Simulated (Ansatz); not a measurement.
Reaction (ligand exchange at the Si–O bond): `BO[SiH](S)Cl` + HCl → `S[SiH](Cl)Cl` + `BO`

Program: Ansatz. Geometries: PBE0-D4/def2-TZVP. ΔE: electronic, gas phase. CCSD(T)/CBS is the MP2 limit (def2-TZVPP, def2-QZVPP) plus CCSD(T) − MP2 in def2-TZVPP, frozen cores. This one scheme is used for every species. Functionals use def2-TZVPP. One conformer a species, not always the lowest.

`BO[SiH](S)Cl`:

Z-matrix (Å, degrees):
```
Si
O 1 1.635
Cl 1 2.046 2 111.7
S 1 2.115 2 104.9 3 -120.9
H 1 1.473 2 108.4 3 117.5
B 2 1.352 1 138.3 3 7.3
H 4 1.345 1 92.9 2 175.1
H 6 1.199 2 120.1 1 -2.0
H 6 1.197 2 117.3 1 178.2
```

HCl:

```xyz
2

Cl   -0.460   -0.441   -0.054
H     0.460    0.441    0.054
```

`S[SiH](Cl)Cl`:

Cartesian coordinates in Å:
```
S 0.183 1.660 -0.425
Si -0.025 -0.421 -0.126
Cl 0.925 -1.304 -1.695
Cl 0.819 -1.027 1.632
H -0.471 1.959 0.713
H -1.429 -0.868 -0.099
```

`BO`:

```xyz
5

B    -0.122   -0.399   -0.058
O     0.413    0.644    0.608
H    -0.141   -1.450    0.512
H    -0.554   -0.258   -1.170
H     0.404    1.464    0.108
```

```tsv
level	ΔE (eV)
r2SCAN-D4	-0.06
ωB97M-V	-0.04
```

(1) What does CCSD(T)/CBS give? (Best estimate.)

Largest T1 diagnostic among the species: 0.014.

Results:

(1) Ansatz gave: -0.01 eV. The listed levels differ from it by -0.05, -0.03 eV.

In def2-TZVPP, CCSD(T) changes the Hartree–Fock value by −0.08 eV (the triples alone add −0.02 eV) and MP2 by −0.12 eV. From PBE to PBE0 (25 % exact exchange), in def2-TZVPP and without D4, ΔE moves by +0.04 eV.
